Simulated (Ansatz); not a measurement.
Reaction (ligand exchange at a Ge–S bond): `O[SiH](F)[S][GeH3]` + `O[AsH2]` → `O[AsH][GeH3]` + `O[SiH](F)S`

Isolated molecules relaxed with PBE0-D4/def2-TZVP in Ansatz; ΔE leaves out vibrations. CBS: MP2 limit from def2 TZ/QZ plus the TZ coupled-cluster correction, frozen cores. Functionals use def2-TZVPP. HSE06 is defined as in plane-wave codes. For As, Ge outer-core shells are correlated without core-valence functions, which leaves a few kJ/mol of doubt a bond. Scalar relativity is left out up to krypton. Each species was taken in one conformer, which may not be the lowest.

Problem. Is it downhill or uphill in electronic energy at CCSD(T)/CBS, and by how much? (Estimate.)

Solution. The calculation gave: Uphill: ΔE = +4.3 kcal/mol.

Problem. What do these levels give: PBE-D4, HSE06-D4, ωB97M-V, PBE-QIDH, PBE, BHLYP, LC-ωPBE, HF/def2-SVP, CCSD(T)/def2-SVP, HF/def2-TZVPP, CCSD(T)/def2-TZVPP, MP2/def2-QZVPP? (An estimate is asked.)

Solution. The calculation gave: PBE-D4 2.4, HSE06-D4 3.4, ωB97M-V 4.3, PBE-QIDH 4.4, PBE 1.7, BHLYP 3.7, LC-ωPBE 3.9, HF/def2-SVP 6.6, CCSD(T)/def2-SVP 5.8, HF/def2-TZVPP 5.5, CCSD(T)/def2-TZVPP 4.3, MP2/def2-QZVPP 5.0 kcal/mol.

Problem. What do rigid-rotor, harmonic-oscillator terms from PBE0-D4/def2-TZVP frequencies (298.15 K, 1 bar) make of the CCSD(T)/CBS value? (An estimate is asked.)

Solution. The calculation gave: ΔZPE = -0.3 kcal/mol, ΔH = +4.1 kcal/mol, ΔS = 6 J/(mol·K), ΔG = +3.6 kcal/mol. Modes under 50 cm⁻¹ make the entropy rough.

Largest T1 diagnostic among the species: 0.012.

From BLYP to BHLYP (50 % exact exchange), in def2-TZVPP and without D4, ΔE moves by +2.6 kcal/mol. Leaving LDA and LC-ωPBE aside and taking each functional with its dispersion term where it has one, the values, not all of them listed here, spread over 3.0 kcal/mol, from PBE-D4 to B97M-V. At CCSD(T), def2-SVP lies +1.5 kcal/mol from the extrapolated value and def2-TZVPP +0.0 kcal/mol.
